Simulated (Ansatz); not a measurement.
Start from `C=N[SiH](O)F` and change one atom or group to get `O[SiH](F)[AlH2]`.

Ansatz, PBE0-D4/def2-TZVP geometries, multiplicity 1. Each molecule was computed in one conformer, which needn't be the lowest.

```json
{"property": "size of the dipole moment (ωB97M-V/def2-TZVPP) / D", "`C=N[SiH](O)F`": "2.26"}
{"property": "HOMO–LUMO gap (PBE/def2-TZVPP) / eV", "`C=N[SiH](O)F`": "3.65"}
{"property": "HOMO energy (PBE0/def2-TZVPP) / eV", "`C=N[SiH](O)F`": "-7.58"}
{"property": "zero-point energy (PBE0-D4/def2-TZVP) / kJ/mol", "`C=N[SiH](O)F`": "149.2"}
{"property": "LUMO energy (PBE/def2-TZVPP) / eV", "`C=N[SiH](O)F`": "-2.47"}
{"property": "size of the dipole moment (B3LYP/def2-TZVPP) / D", "`C=N[SiH](O)F`": "2.22"}
```

Problem. Give the same properties after the change, and the shifts. (Estimate.)

Solution. The calculation gave: 
```tsv
property	`O[SiH](F)[AlH2]`	shift
size of the dipole moment (ωB97M-V/def2-TZVPP) / D	1.30	-0.96
HOMO–LUMO gap (PBE/def2-TZVPP) / eV	3.43	-0.22
HOMO energy (PBE0/def2-TZVPP) / eV	-7.56	0.02
zero-point energy (PBE0-D4/def2-TZVP) / kJ/mol	103.2	-46.0
LUMO energy (PBE/def2-TZVPP) / eV	-2.97	-0.50
size of the dipole moment (B3LYP/def2-TZVPP) / D	1.32	-0.90
```

The zero-point energy changes by -46.0 kJ/mol with -3 modes. Dipoles are sizes alone; their direction can turn.

B3LYP here is the variant with VWN-RPA as its local correlation; programs differ in this.
